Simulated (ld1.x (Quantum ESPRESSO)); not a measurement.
## tantalum: excitation energies, all-electron against TM

Ta, norm-conserving Troullier–Martins (Kleinman–Bylander form), made with ld1.x (Quantum ESPRESSO) 7.5 (PBEsol, scalar-relativistic). Core [Kr] 4d10, reference 4f14 5s2 5p6 5d3 6s0.5 6p0 (charge +1.5). Waves: 5s (bound): rc 1.50 bohr; 5p (bound): rc 1.75 bohr; 4f (bound): rc 0.75 bohr; 5d (bound): rc 2.25 bohr. Local part: the d channel. Core correction: none.

Occupied shells without a wave of their own: 6s. They enter only through the test configuration that unscreens the potential.

Energies are relative to the spin-unpolarised reference configuration 4f14 5s2 5p6 5d3 6s0.5 6p0; without spin polarisation the order of configurations can differ from experiment. The frozen-core shift is the all-electron ΔE with the core orbitals held at their reference shape minus the fully relaxed ΔE.

(1) Give the all-electron excitation energy and the error of the potential for: 4f14 5s2 5p6 5d3 6s2 6p0; 4f14 5s2 5p6 5d3 6s1 6p0; 4f14 5s2 5p6 5d3 6s0 6p0; 4f14 5s2 5p5 5d3 6s2 6p0; 4f14 5s2 5p6 5d4 6s0 6p0; 4f14 5s1 5p6 5d3 6s2 6p0; 4f14 5s2 5p6 5d3 6s1.5 6p0.

Levels in the configuration 4f14 5s2 5p6 5d4 6s0 6p0:

```tsv
level	all-electron (eV)	pseudo (eV)
4f	-29.670	-29.793
5s	-77.988	-77.961
5p	-44.544	-44.483
5d	-9.087	-9.001
```

A Bessel basis up to 400 Ry misses an occupied level by 0.16 Ry, so cutoffs were not judged. Note: ghost state, extra bound levels that the all-electron valence spectrum of the same l lacks: p at -37.1 eV (other channels not judged). The potential misses its own reference levels by up to 0.7 eV.

Results:

(1)

```csv
valence configuration,charge,ΔE all-electron (eV),error AE − PS (meV),frozen-core shift (meV)
4f14 5s2 5p6 5d3 6s2 6p0,0,-15.154,-761,-4.7
4f14 5s2 5p6 5d3 6s1 6p0,+1,-6.649,-312,-2.0
4f14 5s2 5p6 5d3 6s0 6p0,+2,8.327,+384,+2.5
4f14 5s2 5p5 5d3 6s2 6p0,+1,29.861,-1046,+39
4f14 5s2 5p6 5d4 6s0 6p0,+1,-5.227,+285,+2.4
4f14 5s1 5p6 5d3 6s2 6p0,+1,64.095,-830,+47
4f14 5s2 5p6 5d3 6s1.5 6p0,+0.5,-11.676,-563,-3.5
```

ld1.x printed “convergence not achieved” for 7 of the counted tests; their residual had stalled under 1e-8, short of the target of 1e-14. The 6s level has no wave, so the channel is fitted at the deeper level alone: the likely source of the large errors. A variational frozen-core shift is positive and of second order in the change. This column holds negative values, so the frozen-core run of ld1.x carries numerical noise or an error of first order here, and the column gives no more than the rough size of the effect.
